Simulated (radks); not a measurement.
Values are calculated unless marked as measured or tabulated.
Spherical jellium clusters: N electrons in a uniform positive sphere of charge N and radius rs N^(1/3), rs = 2.07 bohr. Level of theory: non-relativistic Kohn-Sham, LDA (Slater exchange, Perdew-Wang correlation), spin-polarised, spherical densities (a radial shooting solver with Libxc functionals). Levels are named by radial order and angular momentum (1s, 1p, 1d, 2s, ...), and open shells are averaged over m.

N = 7, configuration 1s2 1p(up 3, down 2). This is the lowest configuration that the search found. Occupied and some empty levels:

level    occupation  eigenvalue (eV)  <r> (bohr)
1s up             1          -9.5357       2.769
1s down           1          -9.1509       2.773
1p up             3          -5.0127       3.732
1p down           2          -4.6521       3.780
2s up             0          -1.2911       6.219
2s down           0          -1.1645       6.422
1d up             0         -0.80273       5.457
1d down           0         -0.58527       5.732

Energy (eV): total -2.11161, kinetic 34.284, external -371.82, Hartree 173.13, exchange-correlation -39.739, background 202.04.
